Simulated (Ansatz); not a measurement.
`OBN[SiH2]O` + `BC#N` → `BBO` + `N#CN[SiH2]O`  (redistribution)

Program: Ansatz. Geometries: PBE0-D4/def2-TZVP. ΔE: electronic, gas phase. CCSD(T)/CBS is the MP2 limit (def2-TZVPP, def2-QZVPP) plus CCSD(T) − MP2 in def2-TZVPP, frozen cores. This one scheme is used for every species. Functionals use def2-TZVPP. B3LYP here is the variant with VWN-RPA as its local correlation; programs differ in this. One conformer a species, not always the lowest.

| level | ΔE (kcal/mol) |
| --- | --- |
| PBE-D4 | 47.9 |
| B3LYP | 50.1 |
| CCSD(T)/def2-SVP | 51.7 |
| CCSD(T)/def2-TZVPP | 52.8 |

Question: What does CCSD(T)/CBS give? (An estimate is asked.)

Answer: Computed: +53.3 kcal/mol. The listed levels differ from it by -5.4, -3.2, -1.6, -0.5 kcal/mol.

Largest T1 diagnostic among the species: 0.014.

Leaving LDA and LC-ωPBE aside and taking each functional with its dispersion term where it has one, the values, not all of them listed here, spread over 4.2 kcal/mol, from PBE-D4 to ωB97M-V. From PBE to PBE0 (25 % exact exchange), in def2-TZVPP and without D4, ΔE moves by +0.9 kcal/mol.
